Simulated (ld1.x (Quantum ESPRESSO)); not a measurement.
K (Z = 19): one change to a TM potential, before and after

* Element: K (Z = 19)
* Generator: ld1.x (Quantum ESPRESSO) 7.5
* Type: norm-conserving Troullier–Martins (Kleinman–Bylander form)
* Functional: LDA (PZ)
* Relativity: scalar-relativistic
* Frozen core: [Ar]
* Valence charge: 1
* Reference configuration: 4s0.5 4p0.5
* Partial waves: 4s (bound): rc 4.20 bohr; 4p (bound): rc 3.85 bohr; 3d channel at 0.2 Ry: rc 4.10 bohr
* Local potential: all-electron potential smoothed inside 3.15 bohr (lloc = -1)
* Core correction: a·sin(br)/r model core inside 3.80 bohr

All-electron outer shells of the reference configuration (LDA (PZ), scalar-relativistic, ld1.x):

```
shell  level (eV)  outermost node (bohr)  outermost maximum (bohr)
   3p      -19.59                   0.45                      1.15
   4s       -2.79                   1.58                      3.98
   4p       -1.16                   1.87                      5.71
```

Change: all radii but the core radius scaled by about 0.83 (s 3.50, p 3.22, d 3.42 bohr); local potential all-electron potential smoothed inside 2.62 bohr (lloc = -1).

Cutoffs: the cutoffs (Ry, on a coarse ladder) from which the occupation-weighted sum of valence levels, in a spherical-Bessel basis at the reference potential, stays within 10 and 1 mRy of its value at 400 Ry; they do not see the model core or the augmentation charge, which bear on the density cutoff. Errors are all-electron minus pseudo energies relative to the spin-unpolarised reference configuration.

What does the change do?

Both files are very soft, the changed one slightly harder (loose and tight cutoff 6 and 6 Ry → 6 and 8 Ry on this coarse ladder); a bound ghost appears in s, which as a rule spoils a file; of the 5 tests that both files solve, the error grows in 4 and shrinks in 0 by more than 15 % and 0.3 meV (median size 4.1 → 6.0 meV). That the errors move this way runs against the usual rule that smaller radii transfer better.

| quantity | base | changed |
| --- | --- | --- |
| cutoff, loose | 6 Ry | 6 Ry |
| cutoff, tight | 6 Ry | 8 Ry |
| bound ghosts | none | s |
| error for 4s1 4p0, meV [ΔE -0.80 eV] | +3.0 | +4.8 |
| error for 4s0.5 4p0, meV [ΔE 0.91 eV] | +0.3 | +0.7 |
| error for 4s0 4p1, meV [ΔE 0.83 eV] | +4.1 | +6.0 |
| error for 4s0.5 4p0.5 (spin-polarised), meV [ΔE -0.11 eV] | +7.3 | +7.4 |
| error for 4s1 4p0 (spin-polarised), meV [ΔE -0.94 eV] | +18 | +21 |

 A true bound ghost makes a file unfit for plane-wave use even where its test errors are small: the radial tests pick states by their node count and pass the ghost by.
